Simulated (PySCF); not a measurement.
PySCF input file for BH4N, SMILES BN (connectivity only; charge and spin as stated), charge +1, multiplicity 2, TDA-PBE/def2-TZVPD. Geometry optimised at ωB97X-D3(BJ)/def2-TZVP. The spin state was assumed, not searched.

```python
import numpy as np
from pyscf import gto, scf, dft, tdscf

mol = gto.M(
    atom='''
    B     0.00000000   -0.00000000   -0.81544332
    N     0.00000000    0.00000000    0.63540860
    H    -0.00000000   -1.05730490   -1.38183520
    H    -0.00000001    1.05730491   -1.38183518
    H    -0.85769100   -0.00000001    1.19651338
    H     0.85769099   -0.00000000    1.19651339
    ''',
    basis='def2-TZVPD',
    charge=1,
    spin=1,
    max_memory=1600,
    verbose=4,
)
mf = dft.UKS(mol, xc='pbe').density_fit(auxbasis='def2-universal-jkfit')
mf.grids.level = 3
mf.conv_tol = 1e-9
mf.max_cycle = 100
mf.kernel()
fine, coarse = mf.grids, dft.Grids(mol).set(level=1).build(with_non0tab=True)
for _ in range(3):  # follow internal instabilities
    mf.grids = coarse
    mo, _, stable, _ = mf.stability(return_status=True, nroots=4)
    mf.grids = fine
    if stable:
        break
    mf.kernel(mf.make_rdm1(mo, mf.mo_occ))
mf.grids = dft.Grids(mol).set(level=1).build(with_non0tab=True)  # coarser grid for the response kernel
td = tdscf.TDA(mf)
td.nstates = 10
td.conv_tol = 1e-4
td.positive_eig_threshold = 1e-6
td.kernel(x0=td.get_init_guess(mf, 15))
td.analyze()
```

Output:

```
PySCF version 2.14.0

[INPUT] verbose = 4
[INPUT] num. atoms = 6
[INPUT] num. electrons = 15
[INPUT] charge = 1
[INPUT] spin (= nelec alpha-beta = 2S) = 1
[INPUT] symmetry False subgroup None
[INPUT] Mole.unit = angstrom
[INPUT] Symbol           X                Y                Z      unit          X                Y                Z       unit  Magmom
[INPUT]  1 B      0.000000000000   0.000000000000  -0.815443320000 AA    0.000000000000   0.000000000000  -1.540964544906 Bohr   0.0
[INPUT]  2 N      0.000000000000   0.000000000000   0.635408600000 AA    0.000000000000   0.000000000000   1.200748231193 Bohr   0.0
[INPUT]  3 H      0.000000000000  -1.057304900000  -1.381835200000 AA    0.000000000000  -1.998016691161  -2.611290077284 Bohr   0.0
[INPUT]  4 H     -0.000000010000   1.057304910000  -1.381835180000 AA   -0.000000018897   1.998016710058  -2.611290039489 Bohr   0.0
[INPUT]  5 H     -0.857691000000  -0.000000010000   1.196513380000 AA   -1.620801089504  -0.000000018897   2.261082592578 Bohr   0.0
[INPUT]  6 H      0.857690990000   0.000000000000   1.196513390000 AA    1.620801070607   0.000000000000   2.261082611475 Bohr   0.0

nuclear repulsion = 31.3629073416138
number of shells = 46
number of NR pGTOs = 148
number of NR cGTOs = 110
basis = def2-TZVPD
ecp = {}


[settings echo left out]
init E= -81.803784095197
  alpha nocc = 8  HOMO = -0.272997030661459  LUMO = -0.14040829607174
  beta  nocc = 7  HOMO = -0.405740090639343  LUMO = -0.272997030661459

WARN: HOMO -0.272997030661459 >= LUMO -0.272997030661459

cycle= 1 E= -81.5589043998325  delta_E= 0.245  |g|= 0.11  |ddm|= 1.14
  alpha nocc = 8  HOMO = -0.528113023214257  LUMO = -0.354353109169406
  beta  nocc = 7  HOMO = -0.602981109558604  LUMO = -0.480450006225109
  HOMO = -0.528113023214  LUMO = -0.480450006225  gap/eV = 1.29698
cycle= 2 E= -81.5537781045229  delta_E= 0.00513  |g|= 0.138  |ddm|= 0.229
  alpha nocc = 8  HOMO = -0.52034700986173  LUMO = -0.359420108514758
  beta  nocc = 7  HOMO = -0.602020197529679  LUMO = -0.461001748487002
  HOMO = -0.520347009862  LUMO = -0.461001748487  gap/eV = 1.61487
cycle= 3 E= -81.5641567025826  delta_E= -0.0104  |g|= 0.0884  |ddm|= 0.132
  alpha nocc = 8  HOMO = -0.527223076268369  LUMO = -0.357147007307443
  beta  nocc = 7  HOMO = -0.602152478678615  LUMO = -0.466151965986342
  HOMO = -0.527223076268  LUMO = -0.466151965986  gap/eV = 1.66183
cycle= 4 E= -81.5675415846436  delta_E= -0.00338  |g|= 0.0153  |ddm|= 0.0364
  alpha nocc = 8  HOMO = -0.525858019720715  LUMO = -0.354528268795255
  beta  nocc = 7  HOMO = -0.598356325672356  LUMO = -0.463649655941397
  HOMO = -0.525858019721  LUMO = -0.463649655941  gap/eV = 1.69278
cycle= 5 E= -81.5677205867515  delta_E= -0.000179  |g|= 0.00348  |ddm|= 0.0135
  alpha nocc = 8  HOMO = -0.526931357765553  LUMO = -0.355747757891839
  beta  nocc = 7  HOMO = -0.599397248575119  LUMO = -0.464418024270781
  HOMO = -0.526931357766  LUMO = -0.464418024271  gap/eV = 1.70107
cycle= 6 E= -81.567726834577  delta_E= -6.25e-06  |g|= 0.00106  |ddm|= 0.00349
  alpha nocc = 8  HOMO = -0.526957279488924  LUMO = -0.35556680986921
  beta  nocc = 7  HOMO = -0.599294116626348  LUMO = -0.464334361796054
  HOMO = -0.526957279489  LUMO = -0.464334361796  gap/eV = 1.70406
cycle= 7 E= -81.5677275367943  delta_E= -7.02e-07  |g|= 0.000156  |ddm|= 0.00102
  alpha nocc = 8  HOMO = -0.526944014640598  LUMO = -0.355557914891897
  beta  nocc = 7  HOMO = -0.599270879199141  LUMO = -0.464309618606833
  HOMO = -0.526944014641  LUMO = -0.464309618607  gap/eV = 1.70437
cycle= 8 E= -81.5677275546979  delta_E= -1.79e-08  |g|= 5.03e-05  |ddm|= 0.000215
  alpha nocc = 8  HOMO = -0.526945399794444  LUMO = -0.355561643315335
  beta  nocc = 7  HOMO = -0.599274028614634  LUMO = -0.46430864257187
  HOMO = -0.526945399794  LUMO = -0.464308642572  gap/eV = 1.70443
cycle= 9 E= -81.5677275565072  delta_E= -1.81e-09  |g|= 5.04e-06  |ddm|= 4.76e-05
  alpha nocc = 8  HOMO = -0.526945846681505  LUMO = -0.355561764599528
  beta  nocc = 7  HOMO = -0.599274659083475  LUMO = -0.464309203170425
  HOMO = -0.526945846682  LUMO = -0.46430920317  gap/eV = 1.70443
cycle= 10 E= -81.5677275565243  delta_E= -1.71e-11  |g|= 5.93e-07  |ddm|= 6.11e-06
  alpha nocc = 8  HOMO = -0.526945752227979  LUMO = -0.355561768792279
  beta  nocc = 7  HOMO = -0.599274550675258  LUMO = -0.464309086654211
  HOMO = -0.526945752228  LUMO = -0.464309086654  gap/eV = 1.70443
Extra cycle  E= -81.5677275565242  delta_E= 1.28e-13  |g|= 6.01e-07  |ddm|= 9.76e-07
converged SCF energy = -81.5677275565242  <S^2> = 0.75341796  2S+1 = 2.003415
tot grids = 20192
uhf_internal: lowest eigs of H = [0.3086155  0.3540072  0.36845652 0.41832243]
<class 'pyscf.df.df_jk.DFUKS'> wavefunction is stable in the internal stability analysis
tot grids = 20192
Overwritten attributes  positive_eig_threshold  of <class 'pyscf.tdscf.uks.TDA'>


******** <class 'pyscf.tdscf.uks.TDA'> for <class 'pyscf.df.df_jk.DFUKS'> ********
nstates = 10
deg_eia_thresh = 1.000e-03
wfnsym = None
conv_tol = 0.0001
eigh lindep = 1e-12
eigh level_shift = 0
eigh max_cycle = 100


Excitation energies (eV)
[4.51636086 4.81530441 4.84566816 6.33220493 6.72534567 7.60975207
 7.68539528 8.16009894 8.19784868 8.24436503]

** Excitation energies and oscillator strengths **
Excited State   1:      4.51636 eV    274.52 nm  f=0.0000
       8a ->    9a      0.98882
       7b ->    9b      0.13805
Excited State   2:      4.81530 eV    257.48 nm  f=0.0290
       6b ->    8b      0.98788
Excited State   3:      4.84567 eV    255.87 nm  f=0.1617
       7b ->    8b     -0.97315
Excited State   4:      6.33220 eV    195.80 nm  f=0.0000
       7a ->    9a      0.25285
       8a ->    9a      0.14547
       7b ->    9b     -0.95420
Excited State   5:      6.72535 eV    184.35 nm  f=0.0011
       6a ->    9a      0.58141
       6b ->    9b     -0.80597
Excited State   6:      7.60975 eV    162.93 nm  f=0.0000
       7a ->    9a      0.95828
       5b ->    8b      0.11078
       7b ->    9b      0.26106
Excited State   7:      7.68540 eV    161.32 nm  f=0.0000
       7a ->    9a     -0.11931
       5b ->    8b      0.98839
Excited State   8:      8.16010 eV    151.94 nm  f=0.0344
       6a ->    9a     -0.80252
       6b ->    9b     -0.57805
Excited State   9:      8.19785 eV    151.24 nm  f=0.0172
       8a ->   10a      0.78980
       4b ->    8b     -0.60096
Excited State  10:      8.24437 eV    150.39 nm  f=0.0065
       8a ->   10a     -0.60788
       4b ->    8b     -0.78637

** Transition electric dipole moments (AU) **
state          X           Y           Z        Dip. S.      Osc.
  1        -0.0000     -0.0000     -0.0000      0.0000      0.0000
  2        -0.0000      0.4954     -0.0000      0.2454      0.0290
  3        -0.0000     -0.0000     -1.1672      1.3623      0.1617
  4        -0.0000     -0.0000     -0.0000      0.0000      0.0000
  5         0.0800      0.0000     -0.0000      0.0064      0.0011
  6         0.0000     -0.0000      0.0000      0.0000      0.0000
  7        -0.0000     -0.0000      0.0000      0.0000      0.0000
  8         0.4149      0.0000      0.0000      0.1721      0.0344
  9        -0.0000      0.2928     -0.0000      0.0857      0.0172
 10         0.0000      0.1794     -0.0000      0.0322      0.0065

** Transition velocity dipole moments (imaginary part, AU) **
state          X           Y           Z        Dip. S.      Osc.
  1        -0.0000      0.0000     -0.0000      0.0000      0.0000
  2         0.0000     -0.0117     -0.0000      0.0001      0.0005
  3         0.0000      0.0000     -0.0264      0.0007      0.0026
  4        -0.0000     -0.0000     -0.0000      0.0000      0.0000
  5         0.0073      0.0000     -0.0000      0.0001      0.0001
  6         0.0000      0.0000      0.0000      0.0000      0.0000
  7        -0.0000     -0.0000      0.0000      0.0000      0.0000
  8         0.0669      0.0000      0.0000      0.0045      0.0100
  9        -0.0000      0.0743     -0.0000      0.0055      0.0122
 10         0.0000     -0.0055     -0.0000      0.0000      0.0001

** Transition magnetic dipole moments (imaginary part, AU) **
state          X           Y           Z
  1        -0.0000      0.0000     -0.5948
  2        -0.6287     -0.0000     -0.0000
  3         0.0000      0.0000      0.0000
  4        -0.0000     -0.0000     -0.6894
  5        -0.0000      0.1877     -0.0000
  6        -0.0000      0.0000      0.6869
  7        -0.0000      0.0000     -0.8144
  8        -0.0000      1.2641     -0.0000
  9         0.8577      0.0000     -0.0000
 10         0.3666      0.0000     -0.0000
```

The run converged.
